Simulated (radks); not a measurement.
Problem. The mean radii <r> (bohr) of the occupied orbitals of an atom or ion are listed with their occupations. Method: scalar-relativistic Kohn-Sham, r2SCAN, spin-unpolarised, spherical densities, finite nucleus; meta-GGA in the generalised Kohn-Sham scheme; Fermi nuclear charge, rms radius of each element as measured or else 0.836 A^(1/3) + 0.57 fm; computed with a radial shooting solver on a logarithmic mesh with Libxc functionals.

orbital  occ.      <r>
1s          2  0.01899
2s          2  0.08036
2p          6  0.07173
3s          2   0.2084
3p          6   0.2084
3d         10   0.1890
4s          2   0.4684
4p          6   0.4976
4d         10   0.5353
5s          2    1.133
5p          6    1.320
4f         14   0.6721
5d          1    1.915

Name the element and its charge.

Solution. Z = 72, hafnium, charge +3: Hf3+ in [Xe] 4f14 5d1. The 1s radius gives Z: for a bare nucleus <r> = (2 gamma + 1)/(2Z) with gamma = sqrt(1 - (Z/c)^2), 0.01876 bohr for Z = 72, and screening makes it slightly larger (0.01899 here). The occupations add up to 69, and the charge is Z minus that.
